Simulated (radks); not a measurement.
Species: Hg II. Configuration: [Xe] 4f14 5d10 6s0.5 6p0.5 (fractional occupations, a model configuration). Method: scalar-relativistic Kohn-Sham, PBE, spin-polarised, spherical densities, finite nucleus; open shells are filled with parallel spins first (spin-orbit coupling, left out, can overturn this in heavy ions); Fermi nuclear charge, rms radius 5.4648 fm; computed with a radial shooting solver on a logarithmic mesh with Libxc functionals.

Local quantities along the radius. ELF = 1/(1 + alpha^2) is the electron localisation function; alpha = (tau - tau_W)/tau_unif compares the Pauli kinetic energy density with that of the uniform gas (summed over spins); -r V(r) is the screened charge that the Kohn-Sham potential of spin up presents (atomic units); s = |grad rho|/(2 (3 pi^2)^(1/3) rho^(4/3)) is the reduced gradient; r v_xc is r times the local exchange-correlation potential of spin up (hartree bohr). tau is taken from the large components.

r (bohr)	ELF	alpha	-r V(r)	s	r v_xc
0.0009955	0.999	0.02266	79.54	0.9043	-0.1440
0.001168	0.999	0.02368	79.44	0.8367	-0.1541
0.00136	0.999	0.02491	79.34	0.7820	-0.1656
0.001596	0.999	0.02655	79.22	0.7337	-0.1798
0.001858	0.999	0.02855	79.08	0.6957	-0.1954
0.002163	0.999	0.03108	78.91	0.6649	-0.2130
0.002538	0.999	0.03452	78.71	0.6395	-0.2339
0.002955	0.999	0.03879	78.49	0.6217	-0.2558
0.003468	0.998	0.04474	78.23	0.6094	-0.2811
0.004037	0.997	0.05235	77.93	0.6037	-0.3068
0.004737	0.996	0.06338	77.57	0.6038	-0.3354
0.005515	0.994	0.07812	77.18	0.6099	-0.3635
0.00642	0.990	0.09921	76.73	0.6217	-0.3920
0.007534	0.983	0.1322	76.19	0.6403	-0.4213
0.008771	0.969	0.1801	75.60	0.6632	-0.4475
0.01029	0.937	0.2589	74.89	0.6909	-0.4723
0.01198	0.876	0.3771	74.13	0.7160	-0.4922
0.01406	0.755	0.5703	73.22	0.7314	-0.5090
0.01637	0.590	0.8338	72.24	0.7196	-0.5214
0.01906	0.433	1.144	71.14	0.6632	-0.5317
0.02236	0.342	1.386	69.83	0.5493	-0.5457
0.02604	0.345	1.379	68.46	0.4185	-0.5763
0.03055	0.435	1.139	66.87	0.3149	-0.6397
0.03557	0.571	0.8664	65.20	0.2802	-0.7187
0.04174	0.692	0.6673	63.25	0.3025	-0.7990
0.04859	0.741	0.5911	61.21	0.3574	-0.8584
0.05657	0.715	0.6307	58.98	0.4237	-0.8938
0.06639	0.595	0.8246	56.43	0.4753	-0.9037
0.07728	0.433	1.145	53.81	0.4603	-0.8971
0.09069	0.348	1.370	50.87	0.3484	-0.9078
0.1056	0.414	1.188	47.95	0.2339	-0.9879
0.1239	0.585	0.8417	44.74	0.2151	-1.118
0.1442	0.701	0.6536	41.54	0.2857	-1.210
0.1679	0.699	0.6562	38.24	0.3959	-1.235
0.1971	0.535	0.9331	34.69	0.4930	-1.186
0.2294	0.321	1.456	31.25	0.4464	-1.108
0.2692	0.311	1.490	27.67	0.2344	-1.141
0.3134	0.513	0.9752	24.37	0.1538	-1.312
0.3678	0.688	0.6727	20.98	0.2320	-1.450
0.4282	0.713	0.6351	17.94	0.3590	-1.483
0.4984	0.619	0.7839	15.19	0.4936	-1.413
0.5849	0.427	1.159	12.62	0.5833	-1.279
0.6809	0.314	1.478	10.49	0.5280	-1.178
0.7991	0.394	1.240	8.588	0.4001	-1.190
0.9303	0.573	0.8628	7.031	0.3854	-1.246
1.092	0.664	0.7109	5.613	0.4694	-1.257
1.271	0.636	0.7558	4.501	0.5876	-1.212
1.48	0.540	0.9231	3.630	0.7217	-1.132
1.736	0.412	1.196	2.953	0.8780	-1.034
2.021	0.304	1.512	2.497	1.051	-0.9423
2.372	0.223	1.866	2.158	1.278	-0.8468
2.761	0.173	2.190	1.925	1.556	-0.7530
3.24	0.138	2.495	1.738	1.939	-0.6509
3.772	0.115	2.770	1.602	2.422	-0.5601
4.392	0.092	3.140	1.507	3.101	-0.4887
5.154	0.061	3.915	1.447	4.253	-0.4397
6	0.031	5.577	1.400	6.237	-0.3979
7.041	0.010	9.877	1.325	10.34	-0.3240
8.197	0.002	21.12	1.229	18.45	-0.2293
9.619	0.000	60.43	1.136	37.91	-0.1363

On this mesh the ELF has minima near r = 0.022, 0.091, 0.27, 0.68 bohr, which separate the shells, and maxima near 0.049 (0.74), 0.14 (0.70), 0.43 (0.71), 1.1 (0.66).
